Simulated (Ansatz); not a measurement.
HFSSi, SMILES `F[Si]S` (excited triplet; F–Si–S–H torsion 89°) (charge 0, multiplicity 3). This triplet is an excited state, 2.28 eV above the relaxed singlet at the level frozen-core CCSD(T)/cc-pVTZ // PBE0-D3(BJ)/def2-TZVP (Ansatz, a quantum-chemistry and plane-wave program).

Z-matrix (Å, degrees):
```
Si
F 1 1.6080
S 1 2.1026 2 120.32
H 3 1.3514 1 99.53 2 -89.27
```
Charge 0, spin multiplicity 3.

Frozen-core energies in cc-pVDZ from Ansatz at a geometry from PBE0-D3(BJ)/def2-TZVP; the HF reference has <S^2> = 2.01 and the T1 diagnostic is 0.019.

```
level    energy (Ha)
-------  -----------
HF        -786.48130
MP2       -786.85871
CCSD      -786.88441
CCSD(T)   -786.89404
```

Question: Estimate the energies of CCSDT and CCSDT(Q), and give each level's difference from CCSDT(Q).

Answer: 
| level | energy (Ha) | difference from CCSDT(Q) (mHa) |
|---|---|---|
| MP2 | -786.85871 | 37.39 |
| CCSD | -786.88441 | 11.69 |
| CCSD(T) | -786.89404 | 2.06 |
| CCSDT | -786.89511 | 0.98 |
| CCSDT(Q) | -786.89610 | 0.00 |
